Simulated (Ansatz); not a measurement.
Consider the isomerisation: `N[Si@@H]1C[Si@H]1[SiH3]` → `N[Si@@H]1[SiH2][C@H]1[SiH3]`.

Computed with Ansatz on PBE0-D4/def2-TZVP structures; ΔE is electronic, products minus reactants. CCSD(T)/CBS is the MP2 limit (def2-TZVPP, def2-QZVPP) plus CCSD(T) − MP2 in def2-TZVPP, frozen cores. Functionals use def2-TZVPP. B3LYP here is the variant with VWN-RPA as its local correlation; programs differ in this. Each species was taken in one conformer, which may not be the lowest.

```csv
level,ΔE (kcal/mol),difference from CCSD(T)/CBS
r2SCAN-D4,-1.3,2.2
B3LYP-D4,-2.3,1.2
ωB97X-V,-3.1,0.4
ωB97M-V,-4.2,-0.7
B2PLYP,-2.7,0.8
PBE,1.2,4.7
PBE0,-0.4,3.1
B3LYP,-1.2,2.3
MP2/def2-TZVPP,-4.9,-1.4
CCSD/def2-TZVPP,-3.4,0.1
CCSD(T)/def2-TZVPP,-3.2,0.3
MP2/def2-QZVPP,-5.1,-1.6
SCS-MP2/def2-QZVPP,-5.0,-1.5
HF/CBS(def2),-4.8,-1.3
MP2/CBS(def2),-5.2,-1.7
CCSD/CBS(def2),-3.7,-0.2
CCSD(T)/CBS,-3.5,0
```

Largest T1 diagnostic among the species: 0.013.

The D4 term adds −1.1 kcal/mol with B3LYP and −0.6 kcal/mol with PBE0; it sums over pairs of atoms, weighted by their polarisabilities, and B3LYP, whose exchange is more repulsive, gets the larger term. From PBE to PBE0 (25 % exact exchange), in def2-TZVPP and without D4, ΔE moves by −1.6 kcal/mol.
